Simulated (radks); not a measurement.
These are the eigenvalues of the occupied orbitals of an atom or ion with whole-number occupations (eV). Method: Dirac Kohn-Sham, PBE, spin-unpolarised, spherical densities, finite nucleus; Fermi nuclear charge, rms radius of each element as measured or else 0.836 A^(1/3) + 0.57 fm; computed with a radial shooting solver on a logarithmic mesh with Libxc functionals.

| orbital | eigenvalue |
|---|---|
| 1s1/2 | -73752.18 |
| 2s1/2 | -12849.77 |
| 2p1/2 | -12306.10 |
| 2p3/2 | -10774.95 |
| 3s1/2 | -3002.941 |
| 3p1/2 | -2759.087 |
| 3p3/2 | -2425.192 |
| 3d3/2 | -2015.717 |
| 3d5/2 | -1943.389 |
| 4s1/2 | -646.8601 |
| 4p1/2 | -544.4051 |
| 4p3/2 | -465.9803 |
| 4d3/2 | -297.6417 |
| 4d5/2 | -283.1137 |
| 5s1/2 | -108.0702 |
| 5p1/2 | -76.5279 |
| 4f5/2 | -70.1207 |
| 4f7/2 | -67.3158 |
| 5p3/2 | -64.3360 |
| 5d3/2 | -23.3966 |
| 5d5/2 | -22.2621 |

Which element is it, and in what charge state? The configuration may be excited. Open shells, if any, fill j = l - 1/2 first.

Answer. Z = 76, osmium, charge +2: Os2+ in [Xe] 4f14 5d6. The list shows which subshells hold electrons but not how many an open one holds; the 1s level, -2710.3 hartree, gives Z - s = 73.6 by -(Z - s)^2/2, which with screening and relativity narrows Z to a few neighbours, and the depths of the outer levels then fix element, charge and occupations together.
